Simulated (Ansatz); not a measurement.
Geometry optimisation, Ansatz, UKS PBE-D4/def2-SVP.

input.yaml

```yaml
crystal:
  periodic: [false, false, false]
  atoms:
    - { symbol: Si, position_ang: [-0.528559, -0.237099, 1.099347] }
    - { symbol: Si, position_ang: [1.183218, -1.589494, 0.503912] }
    - { symbol: O, position_ang: [-1.57094, 0.131912, -0.16124] }
    - { symbol: C, position_ang: [-1.466694, 1.114512, -1.172435] }
    - { symbol: H, position_ang: [-0.051251, 0.962651, 1.879924] }
    - { symbol: H, position_ang: [-1.368344, -1.083884, 2.02049] }
    - { symbol: H, position_ang: [1.974952, 0.84139, -0.418758] }
    - { symbol: F, position_ang: [1.335219, 1.499977, -0.455927] }
    - { symbol: H, position_ang: [0.723321, -2.667676, -0.440676] }
    - { symbol: H, position_ang: [2.336056, -0.888295, -0.198404] }
    - { symbol: H, position_ang: [1.792889, -2.247126, 1.716556] }
    - { symbol: H, position_ang: [-0.681784, 0.871819, -1.920158] }
    - { symbol: H, position_ang: [-2.44586, 1.168956, -1.691621] }
    - { symbol: H, position_ang: [-1.232323, 2.122257, -0.761011] }
magnetization:
  spin_polarized: true
basis:
  gaussian: { orbitals: def2-SVP }
hamiltonian:
  xc: pbe
  dispersion: d4
relax:
  f_tol: 0.03
  max_steps: 50
```

Run as:

```bash
$ ansatz run input.yaml --threads 4 --pin off --max-ram 5120MiB --backend cpu --events-out ev --progress --plain --runs-dir out
```

Task: Where does it end, and by what steps?

Result: The forces met the threshold. After 9 steps the energy has fallen by 0.099 eV; H7 moved furthest, 0.15 Å.

| step | energy less start (eV) | largest force component (eV/Å) | accepted |
| --- | --- | --- | --- |
| 0 | 0.0000 | 0.987 | yes |
| 1 | -0.0110 | 2.118 | yes |
| 2 | 0.0004 | 1.762 | no |
| 3 | -0.0409 | 1.698 | yes |
| 4 | -0.0677 | 1.185 | yes |
| 5 | -0.0958 | 0.209 | yes |
| 6 | -0.0724 | 0.284 | no |
| 7 | -0.0982 | 0.073 | yes |
| 8 | -0.0987 | 0.053 | yes |
| 9 | -0.0993 | 0.023 | yes |

```xyz
14
Properties=species:S:1:pos:R:3
Si -0.611 -0.217 1.146
Si 1.207 -1.586 0.477
O -1.656 0.167 -0.104
C -1.461 1.105 -1.148
H -0.106 0.989 1.897
H -1.431 -1.067 2.075
H 1.914 0.710 -0.437
F 1.435 1.518 -0.543
H 0.776 -2.626 -0.520
H 2.347 -0.828 -0.192
H 1.841 -2.260 1.667
H -0.611 0.828 -1.809
H -2.390 1.140 -1.753
H -1.252 2.125 -0.756
```

Whether the end is a true minimum wasn't checked by a vibrational analysis.

Time of the run: 43 s on 4 threads of Arm Neoverse N1, with other jobs on the host, peak memory 0.21 GiB.
